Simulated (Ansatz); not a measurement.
Wavefunction ladder for C6H7ClO2Zr, SMILES `[OH][Zr]([OH])([Cl])[c]1ccccc1`

```xyz
17

O     0.8176    3.0621   -0.9790
Zr    1.6697    1.5310   -0.2220
O     2.9471    0.6845   -1.3605
Cl    2.5965    2.0219    1.9058
C     0.0613    0.0442    0.0669
C    -1.2552    0.4398    0.3346
C    -2.2512   -0.4895    0.5969
C    -1.9499   -1.8439    0.5951
C    -0.6547   -2.2648    0.3296
C     0.3355   -1.3291    0.0681
H     0.6322    3.8658   -1.4564
H     3.6347    0.5224   -2.0004
H    -1.5166    1.4950    0.3368
H    -3.2638   -0.1593    0.8021
H    -2.7263   -2.5730    0.7990
H    -0.4184   -3.3235    0.3257
H     1.3415   -1.6836   -0.1422
```

Total charge 0; spin multiplicity 1. Correlated methods include outer-core shells of Zr, which these sets cover unevenly. Zr takes the def2 core potential. All single points use the PBE0-D4/def2-TZVP geometry. It is one conformer, not always the lowest. Frozen core, restricted reference, Ansatz 0.2.0.

```json
{"basis": "def2-SVP", "HF (Eh)": "-886.83135", "MP2 corr.": "-1.53339"}
{"basis": "def2-TZVPP", "HF (Eh)": "-887.43802", "MP2 corr.": "-1.96260"}
{"basis": "def2-QZVPP", "HF (Eh)": "-887.47129", "MP2 corr.": "-2.13211"}
```

**Question.** Estimate the CCSD correlation energy and the (T) correction in each basis where they were run (hartree).

**Answer.** 
| basis | CCSD corr. | (T) |
| --- | --- | --- |
| def2-SVP | -1.57907 | -0.06144 |
| def2-TZVPP | -1.98907 | -0.09851 |
